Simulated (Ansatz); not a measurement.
The same path of CH₂BClF (6 atoms, charge 0, multiplicity 2) was run twice with different band settings. Lost on the way: C2–Cl4. The coordinate that changes most is the dihedral H5–B1–C2–H6.

Computed with Ansatz 0.2.0, UKS PBE0-D4/def2-SVP.

Relaxed end points:

```xyz
6
Properties=species:S:1:pos:R:3
B -0.158 0.677 -0.801
C 0.435 -0.215 0.303
F 1.463 -1.018 0.084
Cl -1.199 -1.030 -0.320
H -0.825 1.664 -0.651
H 0.284 -0.077 1.385
```

```xyz
6
Properties=species:S:1:pos:R:3
B -0.544 0.322 -0.380
C 0.638 -0.289 0.348
F 1.871 0.042 0.023
Cl -2.155 -0.174 0.114
H -0.413 1.121 -1.269
H 0.603 -1.021 1.165
```

Common settings: movable images 7; climbing image yes; spring 5.0 eV/Å²; optimiser quadratic models (default); start path IDPP; end points relaxed.

| run | force threshold | iteration limit |
| --- | --- | --- |
| 1 | 0.05 eV/Å | 24 |
| 2 | 0.5 eV/Å | 35 |

**Question.** What does each run give, and how far can it be trusted?

**Answer.** Run 1: converged after 17 iterations, highest image 0.103 eV above the first end. The profile has 2 maxima (images 1, 4) with wells between them (image 3): this band takes more than one step, which may be the mechanism or a detour left from its start path. Neighbouring images differ by up to 1.3 eV, so the band resolves the path poorly. A vibrational analysis at the climbing image gives one clearly imaginary mode, 478i cm⁻¹: a first-order saddle point.
Run 2: converged after 8 iterations, highest image 0.107 eV above the first end. The threshold of 0.5 eV/Å is loose, so the images may lie well off the minimum-energy path. The order of the stationary point at the top wasn't checked.
